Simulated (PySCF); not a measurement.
AlFH₂S₂, SMILES [F][Al]([SH])[SH]. The structure is a stationary point at B3LYP-D3(BJ)/def2-SVP. Other conformers were not sampled.

Computed equilibrium geometry at B3LYP-D3(BJ)/def2-SVP (PySCF confirms it by a frequency run) as bond lengths and angles, and its point group (one conformer of several):
point group Cs.
Atoms: Al1 F2 S3 H4 S5 H6. Bonded distances (Å): Al1–F2 1.664, Al1–S3 2.178, Al1–S5 2.175, S3–H4 1.355, S5–H6 1.355. Bond angles (°): F2–Al1–S3 119.0, F2–Al1–S5 118.3, S3–Al1–S5 122.7, Al1–S3–H4 92.9, Al1–S5–H6 92.8.
Charge 0, spin multiplicity 1.
